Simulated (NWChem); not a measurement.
Program: NWChem. System: FIn, charge 0, spin multiplicity 1, at a geometry optimised with B3LYP/def2-SVP with def2 effective core potentials on In. The structure started from a generated list of species. Level: CCSD(T)/def2-TZVPD with def2 effective core potentials on In, 5 core orbitals frozen.

NWChem printed:

```
             Northwest Computational Chemistry Package (NWChem) 7.3.0
             --------------------------------------------------------

                                NWChem Input Module
                                -------------------

 Scaling coordinates for geometry "geometry" by  1.889725989
 (inverse scale =  0.529177249)

 Turning off AUTOSYM since
 SYMMETRY directive was detected!

                             Geometry "geometry" -> ""
                             -------------------------

 Output coordinates in angstroms (scale by  1.889725989 to convert to a.u.)

  No.       Tag          Charge          X              Y              Z
 ---- ---------------- ---------- -------------- -------------- --------------
    1 In                  49.0000     0.00000000     0.00000000    -0.31109900
    2 F                    9.0000     0.00000000     0.00000000     1.69376000

 Effective nuclear repulsion energy (a.u.)     116.4007876907

            Nuclear Dipole moment (a.u.)
            ----------------------------
        X                 Y               Z
 ---------------- ---------------- ----------------
     0.0000000000     0.0000000000    -0.0000207870

      Symmetry information
      --------------------

 Group name             C2v
 Group number             16
 Group order               4
 No. of unique centers     2

      Symmetry unique atoms

     1    2


 Summary of "ao basis" -> "" (spherical)
 ------------------------------------------------------------------------------
       Tag                 Description            Shells   Functions and Types
 ---------------- ------------------------------  ------  ---------------------
 *                         def2-tzvpd                 on all atoms

 Summary of "ao basis" -> "ao basis" (spherical)
 ------------------------------------------------------------------------------
       Tag                 Description            Shells   Functions and Types
 ---------------- ------------------------------  ------  ---------------------
 In                        def2-tzvpd               18       56   7s5p4d2f
 F                         def2-tzvpd               14       40   6s4p3d1f

                                 NWChem SCF Module
                                 -----------------

  ao basis        = "ao basis"
  functions       =    96
  atoms           =     2
  closed shells   =    15
  open shells     =     0
  charge          =   0.00
[...]
                   NWChem Extensible Many-Electron Theory Module
                   ---------------------------------------------


            General Information
            -------------------
      Number of processors :     1
         Wavefunction type : Restricted Hartree-Fock
          No. of electrons :    30
           Alpha electrons :    15
            Beta electrons :    15
           No. of orbitals :   192
            Alpha orbitals :    96
             Beta orbitals :    96
        Alpha frozen cores :     5
         Beta frozen cores :     5
     Alpha frozen virtuals :     0
      Beta frozen virtuals :     0
         Spin multiplicity : singlet
    Number of AO functions :    96
       Number of AO shells :    32
        Use of symmetry is : on
      Symmetry adaption is : on
         Schwarz screening : 0.10D-09

          Correlation Information
          -----------------------
          Calculation type : Coupled-cluster singles & doubles w/ perturbation
   Perturbative correction : (T)
            Max iterations :      100
        Residual threshold : 0.10D-05
     T(0) DIIS level shift : 0.00D+00
     L(0) DIIS level shift : 0.00D+00
     T(1) DIIS level shift : 0.00D+00
     L(1) DIIS level shift : 0.00D+00
     T(R) DIIS level shift : 0.00D+00
     T(I) DIIS level shift : 0.00D+00
   CC-T/L Amplitude update :  5-th order DIIS
                I/O scheme : Global Array Library
        L-threshold :  0.10D-05
        EOM-threshold :  0.10D-05
 no EOMCCSD initial starts read in
 TCE RESTART OPTIONS
 SLICE:      F
 D4D5:       F
 quantumc:   F
 qrotation:  F
 pwtce:      F
 qducc:      F
 nacto:                         0
 nrotv:                         0
 nrot:                          0

            Memory Information
            ------------------
          Available GA space size is     249027584 doubles
          Available MA space size is     104839676 doubles

 Maximum block size supplied by input
 Maximum block size        24 doubles

 tile_dim =     19

 -------------------------------------------------

 Global array virtual files algorithm will be used

 Parallel file system coherency ......... OK

 4-electron integrals stored in orbital form

 v2    file size   =          3932244
 4-index algorithm nr.  13 is used
 imaxsize =       30
 imaxsize ichop =        0


CCSD iterations
 ---------------------------------------------------------
 Iter          Residuum       Correlation     Cpu    Wall
 ---------------------------------------------------------
    1   0.1635832698392  -0.5274213053181     0.6     0.6
    2   0.0358376868341  -0.5108565582011     0.6     0.6
    3   0.0117117117235  -0.5187378804541     0.6     0.6
    4   0.0066879752657  -0.5183499597614     0.6     0.6
    5   0.0029327276614  -0.5192668508801     0.6     0.6
    6   0.0010435755222  -0.5193304269880     0.6     0.6
    7   0.0006778575110  -0.5193185189782     0.6     0.6
    8   0.0002871901928  -0.5193339554989     0.6     0.6
    9   0.0002787781242  -0.5193325441501     0.6     0.6
   10   0.0001256022988  -0.5193445895050     0.6     0.6
   11   0.0000295003705  -0.5193491257984     0.6     0.6
   12   0.0000154591824  -0.5193470133942     0.6     0.6
   13   0.0000090937554  -0.5193468359509     0.6     0.6
   14   0.0000059888923  -0.5193465701758     0.6     0.6
   15   0.0000038903775  -0.5193465717209     0.6     0.6
   16   0.0000010284292  -0.5193464647358     0.7     0.7
   17   0.0000005462028  -0.5193464662121     0.7     0.7
 -----------------------------------------------------------------
 Iterations converged
 CCSD correlation energy / hartree =        -0.519346466212137
 CCSD total energy / hartree       =      -289.276372728401157

 Singles contributions

 Doubles contributions
 CCSD(T)
 Using plain CCSD(T) code
             total no. of tasks          925
 total no. of tasks / no. procs          925
                         wl_min          729           3.0
                         wl_max       767125           9.6
        thresh for no. of tasks          925

 CCSD[T]  correction energy / hartree =        -0.018281243974276
 CCSD[T] correlation energy / hartree =        -0.537627710186413
 CCSD[T] total energy / hartree       =      -289.294653972375443
 CCSD(T)  correction energy / hartree =        -0.016135969605640
 CCSD(T) correlation energy / hartree =        -0.535482435817776
 CCSD(T) total energy / hartree       =      -289.292508698006770

 Task  times  cpu:       36.1s     wall:       36.1s

 Total times  cpu:       36.1s     wall:       36.1s
```

Question: Write an NWChem input that would produce this output.

Answer: This is not unique; one that fits is 
```
start mol
memory heap 100 mb stack 700 mb global 1900 mb
geometry units angstroms nocenter noautoz
  In     0.000000     0.000000    -0.311099
  F      0.000000     0.000000     1.693760
  symmetry group C2v
end
basis spherical
  * library def2-tzvpd
end
ecp
  In library def2-ecp
end
scf
  rhf
  nopen 0
  maxiter 100
  thresh 1e-7
  semidirect memsize 60000000 filesize 0
end
tce
  freeze core 5
  ccsd(t)
  2eorb
  2emet 13
  thresh 1e-6
  maxiter 100
  tilesize 24
end
task tce energy
```
